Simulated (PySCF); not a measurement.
# Unknown compound

The spectra below were simulated for a compound C$_{6}$H$_{10}$O$_{2}$Si$_{2}$.

1H NMR (300 MHz, computed): δ 6.12 (br s, 1H), 5.27 (m, 1H), 4.67 (m, 2H), 3.36 (m, 1H), 1.87 (m, 2H), 1.85 (t, 1H), 1.09 (m, 2H).

13C{1H} NMR (computed): δ 189.8 (C), 103.1 (CH), 89.0 (C), 41.7 (CH), 17.2 (CH2).

All values are calculated (PySCF 2.14): GFN2-xTB structure, σ from GIAO-PBE0/pcSseg-1. Relativity neglected, one computed conformer, one averaged value for each set of equivalent atoms, gas phase.

Chemical shifts δ = σref − σ; TMS for 1H (σ = 31.72 ppm), 13C (σ = 186.93 ppm), all at this level.

**Question.** Propose a structure and justify it.

**Answer.** 
The formula gives 4 degrees of unsaturation (1 ring in the answer). 5 carbon signals for 6 carbons: some carbons are equivalent by symmetry or fast rotation. Carbon types of the structure: 2 × C, 2 × CH, 2 × CH2, leaving 4 H on heteroatoms. δC 189.8: carboxylic acid carbon; it is a carbonyl in resonance with an O or N lone pair, the region of acids, esters and amides. δC 103.1: terminal alkyne carbon; the triple bond shields along its axis, which puts it between sp3 and sp2 carbons. δC 89.0: alkyne carbon; sp carbons lie upfield of alkene carbons because the cylindrical π system leaves one tensor component strongly shielded. δC 41.7: sp3 CH α to a carbonyl; the adjacent C=O deshields it moderately. δH 6.12: hydrogen on an acid hydroxyl oxygen; exchangeable; this is the value without hydrogen bonding to other molecules. δH 3.36: hydrogen on an sp3 CH α to a carbonyl. δH 1.85: hydrogen on a terminal alkyne carbon; it lies on the axis of the triple bond, in its shielding cone.

These data were computed for `C#C[SiH2][Si@H]1C[C@@H](C(=O)O)C1`.

This is the structure that produced the data.

The OH or NH signal is concentration- and solvent-dependent in practice; the value given is the gas-phase one. Shifts are as computed. Against solution values, carbons near 30 ppm lie about +3 ppm off and those near 130 ppm about +5 ppm. Of 1211 compounds with measured shifts, 218 miss one by over three times the rms of a fit or turn the order of signals round; such compounds aren't used in these exercises. Hydrogen bonding in solution deshields acid and N–H amide carbonyl carbons by as much as 10 ppm beyond these values. No couplings were computed; multiplicities are counted from neighbouring protons, with m where these are inequivalent, close in shift, in a saturated or five-membered ring or joined by F or P, and br s for small geminal =CH2 splittings.
